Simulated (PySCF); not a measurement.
SiF2, SMILES F[Si]F (connectivity only; charge and spin as stated), neutral, multiplicity 1.

Geometry optimised at TPSSh-D3(BJ)/def2-TZVP. The isomer is the one that the SMILES or the coordinates give; other isomers of the formula were not compared.

Level of theory: PySCF with HF/def2-TZVPD.

Isolated molecule, no solvent.

Computed frontier levels, gap, dipole moment and polarisability:
```
Property                                                                                                        Value
---------------------------------------------------------------------------------------------  ----------------------
highest occupied level                                                                                      -11.10 eV
lowest empty level                                                                                            0.80 eV
orbital gap                                                                                                  11.90 eV
dipole moment                                                                                                  1.25 D
quadrupole, principal values (traceless, Buckingham form, about the centre of nuclear charge)  -3.61, -1.75, 5.36 D·Å
mean static polarisability                                                                       27.4 bohr³ (4.06 Å³)
polarisability, principal values                                                               25.0, 27.8, 29.4 bohr³
```
